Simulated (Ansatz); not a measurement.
Reaction (cleavage of the Si–Si bond): `[SiH3][Si]1(Cl)C=C1` + `[OH][Ge][O][SiH3]` → `[SiH3][O][Ge][O][SiH3]` + `Cl[SiH]1C=C1`

Gas-phase electronic energies from Ansatz, PBE0-D4/def2-TZVP geometries. CCSD(T)/CBS adds triple-zeta CCSD(T) − MP2 to the extrapolated MP2 energy (def2 sets, frozen cores). DFT in def2-TZVPP. For Ge outer-core shells are correlated without core-valence functions, which leaves a few kJ/mol of doubt a bond. Scalar relativity is left out up to krypton. Each species was taken in one conformer, which may not be the lowest.

| species | ωB97X-V energy (Eh) |
| --- | --- |
| `[SiH3][Si]1(Cl)C=C1` | -1118.26579 |
| `[OH][Ge][O][SiH3]` | -2519.23216 |
| `[SiH3][O][Ge][O][SiH3]` | -2809.92741 |
| `Cl[SiH]1C=C1` | -827.60377 |

(1) Work out ΔE.

Largest T1 diagnostic among the species: 0.015.

Answers

(1) ΔE = (-2809.92741) + (-827.60377) − (-1118.26579) − (-2519.23216) = -0.03323 Eh = -20.9 kcal/mol. CCSD(T)/CBS gives -21.4 kcal/mol.

From PBE to PBE0 (25 % exact exchange), in def2-TZVPP and without D4, ΔE moves by −2.3 kcal/mol. In def2-TZVPP, CCSD(T) changes the Hartree–Fock value by +6.5 kcal/mol (the triples alone add +1.0 kcal/mol) and MP2 by +5.4 kcal/mol. Leaving LDA and LC-ωPBE aside and taking each functional with its dispersion term where it has one, the values, not all of them listed here, spread over 9.4 kcal/mol, from BHLYP-D4 to PBE-D4.
